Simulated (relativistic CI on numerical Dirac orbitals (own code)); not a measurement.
## Ni4+ in a cubic cluster: L2,3 absorption with charge transfer

Computed with a charge-transfer multiplet model of a cubic metal-ligand cluster with up to 3 ligand holes, Slater and spin-orbit integrals from Dirac-Coulomb-Breit ions, Slater integrals scaled by 0.7. The ground state mixes d6 with configurations of k ligand holes L, whose averages lie at kΔ + k(k − 1)U_dd/2; a core hole lowers each added d electron by U_cd. 20 K, Lorentzian 0.4 eV and Gaussian 0.3 eV FWHM.

Atomic integrals in eV (Slater integrals scaled, ζ unscaled), ground: F2dd 9.934, F4dd 6.234, zeta_d 0.099; with the core hole: F2dd 10.444, F4dd 6.555, zeta_d 0.124, zeta_core 11.400, F2cd 6.313, G1cd 4.879, G3cd 2.777.

Cluster parameters (eV): Δ = -1.1, U_dd = 7, U_cd = 7.8, 10Dq(ligand) = 0.5, V(eg) = 3.45, V(t2g) = -1.67, final-state hopping factor = 0.9.

```csv
Case,n_d,d6,d7L,d8L2,d9L3,S
10Dq = 0.2 eV,7.07,0.21,0.54,0.23,0.02,0.12
10Dq = 0.5 eV,7.05,0.21,0.54,0.23,0.02,0.07
10Dq = 1.1 eV,7.03,0.22,0.54,0.22,0.02,0.03
10Dq = 1.7 eV,7.00,0.24,0.54,0.20,0.02,0.02
10Dq = 2 eV,6.98,0.25,0.54,0.20,0.02,0.01
```

Weights, n_d and S are thermal averages at 20 K. Photon energies count from the first peak over 30 % of the highest in each spectrum, which can be another peak from case to case. The parameters are a model scan and need not match a compound or its usual spin state. Peaks in eV (height, largest 100):
- 10Dq = 0.2 eV: -1.4 (7), 0.0 (100), 1.7 (33), 2.8 (7), 4.3 (6), 17.1 (42), 18.2 (20)
- 10Dq = 0.5 eV: -1.5 (6), 0.0 (100), 1.8 (26), 4.3 (6), 17.0 (50), 18.2 (15)
- 10Dq = 1.1 eV: -1.5 (5), 0.0 (100), 2.2 (15), 4.5 (6), 17.1 (57), 18.7 (8)
- 10Dq = 1.7 eV: 0.0 (100), 2.5 (9), 17.0 (56)
- 10Dq = 2 eV: 0.0 (100), 2.8 (7), 17.0 (54)

Curve for 10Dq = 1.1 eV (points under 2 left out, the grid thinned):

(E (eV), Intensity): (-2.0, 2.2), (-1.8, 3.4), (-1.5, 5.3), (-1.3, 5.2), (-1.0, 6.7), (-0.8, 10.1), (-0.5, 25.2), (-0.3, 54.7), (0.0, 100.0), (0.2, 79.5), (0.5, 35.1), (0.7, 20.4), (0.9, 15.6), (1.2, 11.5), (1.4, 8.4), (1.7, 7.8), (1.9, 9.9), (2.2, 14.9), (2.4, 13.2), (2.7, 7.0), (2.9, 4.4), (3.2, 2.7), (3.4, 2.4), (3.6, 2.3), (3.9, 2.7), (4.1, 3.5), (4.4, 5.3), (4.6, 5.3), (4.9, 2.9), (5.1, 2.0), (16.0, 2.8), (16.2, 4.2), (16.5, 9.6), (16.7, 20.6), (16.9, 44.2), (17.2, 48.7), (17.4, 24.3), (17.7, 8.5), (17.9, 5.7), (18.2, 4.7), (18.4, 5.9), (18.7, 7.9), (18.9, 6.9), (19.2, 3.7), (19.4, 2.2)

For the case 10Dq = 1.1 eV, Δ = -1.1 eV is smaller than U_dd = 7 eV, the charge-transfer side of the Zaanen-Sawatzky-Allen scheme (negative Δ: between configuration averages a ligand hole costs less than the nominal valence; multiplet and field energies can change this for the lowest states). With the core hole the configuration with one ligand hole lies at Δ + U_dd − U_cd = -1.9 eV from the one without, against Δ in the ground state.
